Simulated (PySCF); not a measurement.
Si(H)2(NHSiH3)(Me) (CH₉NSi₂), SMILES C[SiH2]N[SiH3]. Heavy atoms are numbered as in [SiH2:1]([CH3:2])[NH:3][SiH3:4]. Hydrogens are named by the atom that carries them.

The structure is a stationary point at PBE0-D3(BJ)/def2-SVP. One conformer was computed; it need not be the lowest.

Level of theory: PBE/def2-TZVP (PySCF).

ESP charges are fitted to the potential on shells at 1.4 to 2.0 van der Waals radii. Atomic charges (e), one atom of each kind:

```tsv
atom	ESP fit	Löwdin	meta-Löwdin
Si1 (SiH2)	0.65	0.16	0.71
C2 (CH3)	-0.69	-0.47	-0.60
N3 (NH)	-0.61	-0.22	-0.78
Si4 (SiH3)	0.20	0.14	0.55
H on Si1	-0.15	-0.04	-0.12
H on C2	0.19	0.13	0.14
H on N3	0.32	0.18	0.25
H on Si4	-0.05	-0.04	-0.11
```

Computed Mayer and Wiberg (Löwdin basis) orders of the bonds:
```csv
bond,Mayer,Wiberg
Si1–C2,1.02,1.25
Si1–N3,1.12,1.40
N3–Si4,1.16,1.46
```
